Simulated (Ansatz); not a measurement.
Two isomers of CH7ClO2Si2: A = `O[SiH](O)C[SiH2]Cl`, B = `C[Si@@H](O)[Si@H](O)Cl`.

Computed with Ansatz on PBE0-D4/def2-TZVP structures; ΔE is electronic, products minus reactants. CCSD(T)/CBS is the MP2 limit (def2-TZVPP, def2-QZVPP) plus CCSD(T) − MP2 in def2-TZVPP, frozen cores. DFT in def2-TZVPP. B3LYP here is the variant with VWN-RPA as its local correlation; programs differ in this. One conformer a species, not always the lowest.

A:

```xyz
13

O    -0.227    1.982   -0.082
Si    0.700    0.822   -0.790
O     2.129    0.579   -0.029
C    -0.381   -0.694   -0.750
Si   -1.103   -1.116    0.906
Cl    0.405   -1.142    2.336
H     0.145    2.860    0.007
H     1.082    1.215   -2.166
H     2.080    0.182    0.846
H    -1.224   -0.543   -1.436
H     0.193   -1.550   -1.121
H    -2.103   -0.121    1.352
H    -1.696   -2.475    0.927
```

B:

Z-matrix (Å, degrees):
```
C
Si 1 1.866
H 1 1.093 2 109.9
H 1 1.093 2 111.1 3 -119.5
H 1 1.092 2 111.2 3 119.9
O 2 1.655 1 112.8 3 -177.6
Si 2 2.345 1 111.2 3 -58.4
H 2 1.497 1 108.5 3 59.9
H 6 0.958 2 118.2 1 -64.7
O 7 1.640 2 114.6 1 174.1
Cl 7 2.077 2 103.7 1 53.6
H 7 1.480 2 116.2 1 -63.1
H 10 0.959 7 117.9 2 -46.4
```

(1) Which is lower in electronic energy at CCSD(T)/CBS, and by how much? (Best estimate.)

(2) Give E(B) − E(A) in kcal/mol with B3LYP, CCSD/def2-TZVPP, B3LYP-D4, HF/def2-TZVPP, CCSD(T)/def2-TZVPP, PBE-D4, PBE0-D4. (An estimate is asked.)

Largest T1 diagnostic: 0.011.

Answers

(1) The calculation gave: A, by 11.9 kcal/mol.

(2) The calculation gave: B3LYP 9.2, CCSD/def2-TZVPP 12.2, B3LYP-D4 10.4, HF/def2-TZVPP 12.0, CCSD(T)/def2-TZVPP 12.2, PBE-D4 8.0, PBE0-D4 9.5. None reverses the order clearly.

From PBE to PBE0 (25 % exact exchange), in def2-TZVPP and without D4, E(B) − E(A) moves by +1.7 kcal/mol. The D4 term adds +1.1 kcal/mol with B3LYP and +0.6 kcal/mol with PBE0; it sums over pairs of atoms, weighted by their polarisabilities, and B3LYP, whose exchange is more repulsive, gets the larger term.
